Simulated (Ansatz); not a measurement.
H9NOSi3 can be A, `O[SiH]([SiH3])N[SiH3]`, or B, `N[SiH2]O[SiH2][SiH3]`.

Calculated with Ansatz (gas phase, PBE0-D4/def2-TZVP geometries, no zero-point term in ΔE). CCSD(T)/CBS is the MP2 limit (def2-TZVPP, def2-QZVPP) plus CCSD(T) − MP2 in def2-TZVPP, frozen cores. Functionals use def2-TZVPP. B3LYP here is the variant with VWN-RPA as its local correlation; programs differ in this. One conformer a species, not always the lowest.

Problem. Which is lower in electronic energy at CCSD(T)/CBS, and by how much? (Estimate.)

Solution. Computed: B, by 13.4 kcal/mol.

Problem. Give E(B) − E(A) in kcal/mol with ωB97M-V, CCSD/def2-TZVPP, MP2/def2-TZVPP, HF/def2-TZVPP, CCSD(T)/def2-TZVPP, B3LYP, r2SCAN-D4. (An estimate is asked.)

Solution. Ansatz gave: ωB97M-V -13.6, CCSD/def2-TZVPP -13.9, MP2/def2-TZVPP -13.2, HF/def2-TZVPP -16.9, CCSD(T)/def2-TZVPP -13.3, B3LYP -14.5, r2SCAN-D4 -13.8. None reverses the order clearly.

Largest T1 diagnostic: 0.012.

In def2-TZVPP, CCSD(T) changes the Hartree–Fock value by +3.6 kcal/mol (the triples alone add +0.6 kcal/mol) and MP2 by +3.7 kcal/mol. From PBE to PBE0 (25 % exact exchange), in def2-TZVPP and without D4, E(B) − E(A) moves by −0.8 kcal/mol.
